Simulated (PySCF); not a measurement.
# Which determinant of RbLi⁺ lies lowest?

Unrestricted PBE0; PySCF, scalar-relativistic core potentials, basis sets Rb def2-SVPD with ECP28, Li def2-SVPD. Outer shells of the fragments: Rb+ closed shells only; Li 2s1.

Followed along the bond (rough minima from three points):

| 2Ms+1 | unpaired | ⟨S²⟩ at the start | R at minimum (Å) | Te (eV) |
| --- | --- | --- | --- | --- |
| 2 | σ ↑ | 0.75 | 4.10 | 0.00 |

Solutions found at the starting distance of 3.445 Å, counted from the lowest of them; the search is not exhaustive and high or unbound solutions are not listed, so other states can lie among these:

```csv
2Ms+1,unpaired,term,E (eV),⟨S²⟩,⟨Lz²⟩,μ (D)
2,σ ↑,²Σ⁺,0.00,0.75,0.00,4.18
2,π ↑,²Π,2.19,0.75,1.00,0.70
2,δ ↑,²Δ,5.03,0.75,4.00,14.74
```

A term symbol is given only where ⟨S²⟩ and ⟨Lz²⟩ are close to those of a pure state; real π, δ and φ orbitals otherwise mix terms. A positive dipole points towards Li; it is taken about the centre of mass and depends on that origin.

Spin–orbit coupling is left out. Counting both spins, an empty level lies below a filled one in some of these solutions, because spin and occupation are held.
